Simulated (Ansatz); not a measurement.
Start from `OB(F)[S][SnH3]` and change one element to get `CSB(O)F`.

Ansatz, PBE0-D4/def2-TZVP geometries, multiplicity 1. Each molecule was computed in one conformer, which needn't be the lowest.

Elements past krypton have def2 core potentials.

```tsv
property	`OB(F)[S][SnH3]`
HOMO–LUMO gap (PBE/def2-TZVPP) / eV	4.79
zero-point energy (PBE0-D4/def2-TZVP) / kJ/mol	117.4
HOMO–LUMO gap (PBE0/def2-TZVPP) / eV	6.84
ideal-gas entropy at 298 K and 1 bar (rigid rotor, harmonic PBE0-D4/def2-TZVP) / J/(mol·K)	380
size of the dipole moment (PBE/def2-TZVPP) / D	3.66
HOMO energy (PBE0/def2-TZVPP) / eV	-7.80
```

(1) Give the same properties after the change, and the shifts. (Best estimate.)

## Answers

(1) The calculation gave: 
| property | `CSB(O)F` | shift |
| --- | --- | --- |
| HOMO–LUMO gap (PBE/def2-TZVPP) / eV | 5.65 | 0.86 |
| zero-point energy (PBE0-D4/def2-TZVP) / kJ/mol | 160.8 | 43.4 |
| HOMO–LUMO gap (PBE0/def2-TZVPP) / eV | 7.76 | 0.92 |
| ideal-gas entropy at 298 K and 1 bar (rigid rotor, harmonic PBE0-D4/def2-TZVP) / J/(mol·K) | 332 | -48 |
| size of the dipole moment (PBE/def2-TZVPP) / D | 2.00 | -1.66 |
| HOMO energy (PBE0/def2-TZVPP) / eV | -7.25 | 0.55 |

With PBE0 the HOMO rises by 0.55 eV and the LUMO rises by 1.47 eV, so the gap widens by about 0.92 eV. PBE moves the HOMO by 0.56 eV and ωB97M-V by 0.51 eV. Dipoles are sizes alone; their direction can turn. Modes under 60 cm⁻¹, often nearly free rotors, make the harmonic entropy too high.

Positive LUMOs are unbound, so they and the gaps depend on the basis.
